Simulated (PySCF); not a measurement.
Compound: C7H10OSi.
Cartesian coordinates in Å at the PBE0-D3(BJ)/def2-SVP level; atoms count from 1:
```
atom  x, y, z in Å
C1     2.6394    2.4693    1.1024
C2     1.8217    1.6698    0.6935
C3     0.8605    0.7582    0.1645
C4     0.4637   -0.3536    0.8272
C5    -0.5823   -1.2465    0.2182
C6    -1.9171   -1.1800    0.9727
Si7   -0.6639   -0.5845   -1.5644
O8     0.1153   -1.5388   -2.6906
C9     0.2425    1.0352   -1.1924
H10    3.3624    3.1708    1.4752
H11    0.8782   -0.5834    1.8154
H12   -0.2302   -2.2944    0.2254
H13   -2.6527   -1.8762    0.5413
H14   -1.7922   -1.4405    2.0364
H15   -2.3512   -0.1681    0.9341
H16   -2.0476   -0.4403   -2.0926
H17    1.0630   -1.6556   -2.5785
H18   -0.4379    1.9034   -1.1412
H19    1.0080    1.2931   -1.9427
```

Definitions: NICS(0) = −σiso at the ring centroid; NICS(1) = −σiso and NICS(1)zz = −σzz at ±1 Å along the ring normal z. Level: GIAO HF/pcSseg-1 (PySCF, non-relativistic, gas phase) on the PBE0-D3(BJ)/def2-SVP geometry, one conformer.

Ring bond lengths (Å): C3–C4 1.354, C4–C5 1.504, C5–Si7 1.903, Si7–C9 1.893, C9–C3 1.517.

Q: What do the NICS probes read (ppm)?

A: 
| ring | type | NICS(0) | NICS(1), two faces | NICS(1)zz, two faces | rms pucker (Å) | centre to ring atoms, mean (Å) |
| --- | --- | --- | --- | --- | --- | --- |
| C3–C4–C5–Si7–C9 | 5-membered ring with Si; formal bonds 1 double, 4 single | -2.6 | -3.3 / -3.9 | -1.4 / -2.1 | 0.09 | 1.38 |

Q: What do they say, and how far can they be read as aromaticity?

A: 
- C3–C4–C5–Si7–C9: mean NICS(1)zz -1.7 ppm, near zero. C5, Si7, C9 have four or more neighbours; no verdict on aromaticity is drawn.

Q: At the second NICS(1) probe listed for ring C3–C4–C5–Si7–C9, 1 Å off the ring, what do the in-plane components average?

A: The isotropic value is a third of the trace: (3 × -3.9 − (-2.1))/2 = -4.8 ppm.

Q: How shielded are the nuclei of the rings and their hydrogens (means over atoms taken as equivalent)?

A: 
| atoms | environment | σ isotropic (ppm) | principal values of the symmetric part, first atom (ppm) |
| --- | --- | --- | --- |
| C3 | fully substituted alkene carbon | 60.8 | -67.0, 95.9, 153.4 |
| C4 | alkene CH carbon | 32.2 | -102.3, 56.5, 142.5 |
| C5 | sp3 carbon bound to silicon | 170.1 | 162.9, 165.8, 181.8 |
| Si7 | oxygen-bound silicon | 376.8 | 362.4, 374.6, 393.6 |
| C9 | sp3 carbon bound to silicon | 172.4 | 160.2, 168.9, 188.2 |
| H11 | vinylic hydrogen | 25.16 | 22.8, 24.0, 28.8 |
| H12 | methine hydrogen | 30.55 | 26.2, 28.4, 37.0 |
| H16 | Si–H hydrogen | 27.23 | 23.9, 25.5, 32.4 |
| H18 | methylene hydrogen | 30.26 | 26.6, 27.5, 36.7 |
| H19 | methylene hydrogen | 30.64 | 26.4, 28.8, 36.7 |

Q: How do the values depend on the level or the medium?

A: 
```tsv
level	NICS(0), C3–C4–C5–Si7–C9	mean NICS(1)zz, C3–C4–C5–Si7–C9
HF/pcSseg-1, gas	-2.6	-1.7
PBE0/pcSseg-1, gas	-2.4	-1.7
```

The geometry is the same throughout.
